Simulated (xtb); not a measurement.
formate (CHO2), SMILES O=C[O-], charge -1. All values are semi-empirical tight-binding results from xtb (GFN2-xTB unless named), good for trends rather than for accurate numbers. Geometry optimised at GFN2-xTB.

Computed properties:
```
Quantity                                           Value
----------------------------------------  --------------
point group as xtb finds it                          C2v
orbital gap                                      5.35 eV
zero-point energy                          11.7 kcal/mol
G − E(el) at 298.15 K (modified RRHO)      -2.8 kcal/mol
static polarisability (D4 model)              26.2 bohr³
solvation energy, GFN2-xTB/ALPB(water)    -68.7 kcal/mol
solvation energy, GFN2-xTB/ALPB(benzene)  -54.8 kcal/mol
```

Task: Give the IR lines (harmonic; lines under 4 % of the strongest left out, lines within 3 cm⁻¹ merged). (An estimate is asked for; the answer gives what the named calculation found.)

Result: ν (cm⁻¹): 704 (w), 948 (w), 1275 (s), 1831 (vs), 1977 (vs) (against the strongest line: vs over 80 %, s over 45 %, m over 15 %, w over 4 %, vw less)
